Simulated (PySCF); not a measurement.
**Relaxation of doublet Ca₃Se⁺**

Computed with UPBE0 in PySCF with Se def2-SVP, Ca def2-SVP; no relativity; density-fitted integrals. A (50,194) grid was used.

A hand-made T-shaped start, of C2v symmetry, held to at least that symmetry:

```xyz
4
charge 1 multiplicity 2, angstrom
Se    0.0000    0.0000   -0.6018
Ca    0.0000    0.0000    2.2108
Ca    2.8109    0.0000   -0.5036
Ca   -2.8109    0.0000   -0.5036
```

What forces act on the atoms at the start (eV/Å)?


```
atom     Fx    Fy     Fz
 Se1   0.00  0.00   0.33
 Ca2   0.00  0.00  -0.57
 Ca3  -0.56  0.00   0.12
 Ca4   0.56  0.00   0.12
```

What does it relax to?

It ends at C2v with Ca–Ca 3.555 Å (×2), Se–Ca 2.699 Å (×2), Se–Ca 2.790 Å; Ca–Ca–Ca 97.0°, Ca–Ca–Se 48.5° (×2), Ca–Ca–Se 50.8° (×2), Ca–Se–Ca 80.7° (×2), Ca–Se–Ca 161.4° (after a last refinement on a finer grid). A frequency run shows a minimum. Other isomers or separated fragments may lie lower.

How much energy is released, and in how many steps?

14.1 kJ/mol in 8 steps.
